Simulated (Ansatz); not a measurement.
`[NH2+]1[GaH2-][NH2+][GaH2-]1` at its PBE0-D4/def2-TZVP geometry, where that method's forces vanish. Charge 0, multiplicity 1.

```xyz
12

N    -0.5096    1.0224   -0.7779
Ga   -0.9640    0.3262    1.0602
N     0.5132   -1.0188    0.7801
Ga    0.9609   -0.3291   -1.0621
H    -1.2684    0.9522   -1.4444
H    -0.1928    1.9839   -0.7874
H    -2.3532   -0.4038    1.0158
H    -0.5229    1.3737    2.1432
H     0.2019   -1.9821    0.7952
H     1.2728   -0.9409    1.4449
H     2.3538    0.3944   -1.0286
H     0.5082   -1.3779   -2.1390
```

Q: What forces (eV/Å) does PBE-D4/def2-TZVPP give on these atoms in Ansatz 0.2.0? (Estimate.)

A: Computed: 
```
N1   0.043 -0.088  0.067
Ga2 -0.191  0.065  0.210
N3  -0.044  0.087 -0.067
Ga4  0.190 -0.065 -0.211
H5  -0.248 -0.010 -0.222
H6   0.094  0.319 -0.013
H7  -0.057 -0.037 -0.010
H8   0.029  0.047  0.042
H9  -0.093 -0.319  0.014
H10  0.248  0.012  0.221
H11  0.057  0.037  0.010
H12 -0.029 -0.046 -0.042
```
